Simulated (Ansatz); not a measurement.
Consider the isomerisation: `IC1CCC1` → `C/C=C(\C)I`.

Gas-phase electronic energies from Ansatz, PBE0-D4/def2-TZVP geometries. CBS: MP2 limit from def2 TZ/QZ plus the TZ coupled-cluster correction, frozen cores. Functionals use def2-TZVPP. B3LYP here is the variant with VWN-RPA as its local correlation; programs differ in this. Elements past krypton have def2 core potentials. For I outer-core shells are correlated without core-valence functions, which leaves a few kJ/mol of doubt a bond.

```json
{"level": "PBE-D4", "ΔE (kcal/mol)": "-6.3", "difference from CCSD(T)/CBS": "-0.5"}
{"level": "r2SCAN-D4", "ΔE (kcal/mol)": "-7.2", "difference from CCSD(T)/CBS": "-1.4"}
{"level": "PBE0-D4", "ΔE (kcal/mol)": "-4.0", "difference from CCSD(T)/CBS": "1.8"}
{"level": "B3LYP-D4", "ΔE (kcal/mol)": "-9.2", "difference from CCSD(T)/CBS": "-3.4"}
{"level": "ωB97X-V", "ΔE (kcal/mol)": "-3.1", "difference from CCSD(T)/CBS": "2.7"}
{"level": "ωB97M-V", "ΔE (kcal/mol)": "-4.8", "difference from CCSD(T)/CBS": "1.0"}
{"level": "B2PLYP", "ΔE (kcal/mol)": "-8.2", "difference from CCSD(T)/CBS": "-2.4"}
{"level": "PBE", "ΔE (kcal/mol)": "-6.7", "difference from CCSD(T)/CBS": "-0.9"}
{"level": "r2SCAN", "ΔE (kcal/mol)": "-7.2", "difference from CCSD(T)/CBS": "-1.4"}
{"level": "MP2/def2-TZVPP", "ΔE (kcal/mol)": "-4.6", "difference from CCSD(T)/CBS": "1.2"}
{"level": "SCS-MP2/def2-TZVPP", "ΔE (kcal/mol)": "-5.3", "difference from CCSD(T)/CBS": "0.5"}
{"level": "CCSD/def2-TZVPP", "ΔE (kcal/mol)": "-5.2", "difference from CCSD(T)/CBS": "0.6"}
{"level": "CCSD(T)/def2-TZVPP", "ΔE (kcal/mol)": "-5.6", "difference from CCSD(T)/CBS": "0.2"}
{"level": "MP2/def2-QZVPP", "ΔE (kcal/mol)": "-4.8", "difference from CCSD(T)/CBS": "1.0"}
{"level": "MP2/CBS(def2)", "ΔE (kcal/mol)": "-4.8", "difference from CCSD(T)/CBS": "1.0"}
{"level": "CCSD/CBS(def2)", "ΔE (kcal/mol)": "-5.4", "difference from CCSD(T)/CBS": "0.4"}
{"level": "CCSD(T)/CBS", "ΔE (kcal/mol)": "-5.8", "difference from CCSD(T)/CBS": "0"}
```

Largest T1 diagnostic among the species: 0.009.

In def2-TZVPP, CCSD(T) changes the Hartree–Fock value by +2.2 kcal/mol (the triples alone add −0.5 kcal/mol) and MP2 by +3.2 kcal/mol. From PBE to PBE0 (25 % exact exchange), in def2-TZVPP and without D4, ΔE moves by +2.4 kcal/mol.
